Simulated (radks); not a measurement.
Results of a calculation; reference values are marked as such.
Species: the holmium ion Ho4+. Configuration: [Xe] 4f9. Code: a radial shooting solver on a logarithmic mesh with Libxc functionals. Model: scalar-relativistic Kohn-Sham, SCAN, spin-polarised, spherical densities, finite nucleus; open shells are filled with parallel spins first (spin-orbit coupling, left out, can overturn this in heavy ions); meta-GGA in the generalised Kohn-Sham scheme; Fermi nuclear charge, rms radius 5.2022 fm. Some entries of the table are withheld. Estimate them.

orbital,occ.,eigenvalue (hartree),r(max) (bohr),<1/r> (bohr^-1)
1s down,1,-2043.998,0.01311,76.04
1s up,1,-2043.998,0.01311,76.04
2s up,1,-344.4276,0.07454,17.71
2s down,1,-344.4233,0.07454,17.71
2p up,3,-305.2078,0.06062,16.38
2p down,3,-305.2046,0.06062,16.38
3s up,1,-78.95625,0.2109,6.527
3s down,1,-78.85577,0.2109,6.534
3p up,3,-66.88900,0.2076,6.100
3p down,3,-66.78505,0.2075,6.107
3d up,5,-51.56701,0.1699,5.775
3d down,5,-51.48259,0.1698,5.781
4s up,1,-17.47456,0.4837,2.754
4s down,1,-17.25649,0.4835,2.750
4p up,3,-13.47010,0.5049,2.528
4p down,3,-13.25425,0.5048,2.523
4d up,5,(1),(2),2.239
4d down,5,(3),(4),2.231
5s up,1,-3.64187,1.105,1.088
5s down,1,-3.58539,1.118,1.069
5p up,3,(5),1.246,0.9366
5p down,3,(6),1.256,0.9227
4f up,7,-2.12894,0.5136,1.731
4f down,2,-1.91881,0.5163,1.701

Answer. 
(1) 4d up eigenvalue (hartree): -8.04788
(2) 4d up r(max) (bohr): 0.5216
(3) 4d down eigenvalue (hartree): -7.83095
(4) 4d down r(max) (bohr): 0.5218
(5) 5p up eigenvalue (hartree): -2.63266
(6) 5p down eigenvalue (hartree): -2.58763
